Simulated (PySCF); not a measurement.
BH₂O₂, SMILES O[B]O, multiplicity 2. Atoms are numbered in the order given.

```xyz
5

O      0.0000     1.2210     0.0411
B      0.0000     0.0000    -0.5365
O      0.0000    -1.2210     0.0411
H      0.0000     1.2322     1.0121
H      0.0000    -1.2322     1.0121
```
Charge 0, spin multiplicity 2.

Coordinates come from a r2SCAN-D4/def2-TZVP optimisation. The isomer is the one that the SMILES or the coordinates give; other isomers of the formula were not compared. The values are those of a single conformer.

These are r2SCAN-D4/def2-TZVP run with PySCF values and carry that method's errors.

Frequencies are harmonic and unscaled.

Computed vibrational spectrum:
| mode | ν (cm⁻¹) | IR (km/mol) | moving atoms (share of kinetic energy) |
|---|---|---|---|
| 1 | 381 | 0.0 | H 94 % |
| 2 | 469 | 22.1 | O 41 %, H 34 %, B 25 % |
| 3 | 559 | 188.7 | H 51 %, B 27 %, O 23 % |
| 4 | 888 | 199.0 | H 91 %, O 9 % |
| 5 | 965 | 20.6 | O 63 %, H 33 % |
| 6 | 1178 | 1.5 | B 47 %, H 34 %, O 19 % |
| 7 | 1444 | 370.0 | B 71 %, O 28 % |
| 8 | 3647 | 8.2 | H 94 % |
| 9 | 3651 | 3.6 | H 95 % |
